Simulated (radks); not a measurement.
Species: Cr2+. Configuration: [Ar] 3d1.5 4s0.5 4p2 (fractional occupations, a model configuration). Calculated with a radial shooting solver on a logarithmic mesh with Libxc functionals: non-relativistic Kohn-Sham, r2SCAN, spin-polarised, spherical densities, point nucleus; open shells are filled with parallel spins first; meta-GGA in the generalised Kohn-Sham scheme.

Radial electron density D(r) = 4 pi r^2 rho(r):

r (bohr)  D(r) (e/bohr)  spin D(r)
0.005274          2.531    0.00106
0.006867          3.975    0.00166
0.008942          6.102    0.00255
0.01164           9.092    0.00381
0.01516           13.03    0.00548
0.01974           17.77    0.00754
0.02571           22.72    0.00989
0.03347           26.79     0.0125
0.04359           28.61     0.0157
0.05675           27.42     0.0215
0.0739            24.20     0.0343
0.09623           22.03     0.0599
0.1253            23.94      0.101
0.1632            29.05      0.149
0.2125            31.44      0.201
0.2766            25.98      0.300
0.3602            15.79      0.576
0.4691            9.918       1.12
0.6157            11.26       1.69
0.8017            12.43       1.70
1.044             8.767       1.17
1.359             3.946      0.837
1.77              1.778       1.09
2.305             1.402       1.33
3.001            0.9495      0.946
3.908            0.3412      0.341
5.089           0.05443     0.0544
6.626          0.003292    0.00329

D(r) has 3 maxima, at r = 0.0446, 0.204, 0.752 bohr, and minima at 0.0986, 0.500 bohr, inside which lie 2.12, 10.48 electrons.
